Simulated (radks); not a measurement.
Results of a calculation; reference values are marked as such.
Spherical quantum dot in the effective-mass picture: electrons in a hard-walled sphere of radius 2.92, all in effective atomic units (hartree* = m*/eps^2 hartree, bohr* = eps/m* bohr), one dielectric constant everywhere. Level of theory: non-relativistic Kohn-Sham, PBE, spin-polarised, spherical densities (a radial shooting solver with Libxc functionals). Levels are named by radial order and angular momentum (1s, 1p, 1d, 2s, ...), and open shells are averaged over m. Results are scaled to m* = 0.062 and eps = 11.8, for which hartree* = 12.12 meV and bohr* = 10.07 nm.

N = 25, configuration 1s2 1p6 1d10 1f(up 7, down 0). This is the lowest configuration that the search found. Occupied and some empty levels:

| level | occupation | eigenvalue (meV) | <r> (nm) |
|---|---|---|---|
| 1s up | 1 | 139.90 | 19.50 |
| 1s down | 1 | 141.04 | 19.31 |
| 1p up | 3 | 143.76 | 20.37 |
| 1p down | 3 | 145.01 | 20.26 |
| 1d up | 5 | 150.33 | 21.09 |
| 1d down | 5 | 151.66 | 21.02 |
| 1f up | 7 | 159.25 | 21.68 |
| 1f down | 0 | 160.64 | 21.64 |
| 2s up | 0 | 164.60 | 13.27 |
| 2s down | 0 | 165.03 | 13.32 |
| 1g up | 0 | 170.31 | 22.17 |
| 1g down | 0 | 171.75 | 22.14 |
| 2p up | 0 | 176.96 | 15.43 |
| 2p down | 0 | 177.53 | 15.42 |
| 2d up | 0 | 191.65 | 16.80 |
| 2d down | 0 | 192.35 | 16.78 |

Energy (meV): total 2146.79, kinetic 647.61, external 0, Hartree 1679.7, exchange-correlation -180.55.

Electron density:

| r (nm) | n(r) (e/nm^3) |
|---|---|
| 1.58 | 0.00001454 |
| 3.05 | 0.00001722 |
| 4.51 | 0.00002225 |
| 5.97 | 0.00003060 |
| 7.43 | 0.00004366 |
| 8.90 | 0.00006330 |
| 10.4 | 0.00009165 |
| 11.8 | 0.0001305 |
| 13.3 | 0.0001810 |
| 14.7 | 0.0002425 |
| 16.2 | 0.0003117 |
| 17.7 | 0.0003794 |
| 19.1 | 0.0004333 |
| 20.6 | 0.0004575 |
| 22.1 | 0.0004367 |
| 23.5 | 0.0003643 |
| 25.0 | 0.0002501 |
| 26.5 | 0.0001254 |
| 27.9 | 0.00003344 |
| 29.4 | 7.675e-08 |
